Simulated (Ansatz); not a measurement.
Program: Ansatz 0.2.0.

Basis-set series for CH$_{6}$BFGeSi, SMILES `[CH3][GeH]1[SiH2][B]1F`. The species carries charge 0 and has multiplicity 1. All single points use the PBE0-D4/def2-TZVP geometry.

```tsv
functional	basis	functions	energy (Eh)	HOMO (eV)	LUMO (eV)
PBE0-D4	def2-TZVPP	267	-2532.41576	-6.53	-1.80
PBE0-D4	def2-QZVPP	510	-2532.47871	-6.54	-1.82
ωB97M-V	def2-TZVPP	267	-2532.76354	-8.43	0.16
ωB97M-V	def2-QZVPP	510	-2532.82424	-8.44	0.11
```

Problem. Give the rows for def2-SVP. (Best estimate.)

Solution. The calculation gave: 
| functional | basis | functions | energy (Eh) | HOMO (eV) | LUMO (eV) |
| --- | --- | --- | --- | --- | --- |
| PBE0-D4 | def2-SVP | 122 | -2531.85985 | -6.51 | -1.72 |
| ωB97M-V | def2-SVP | 122 | -2532.20205 | -8.37 | 0.31 |

Positive LUMOs are unbound and depend on the basis. Scalar relativity is left out up to krypton.
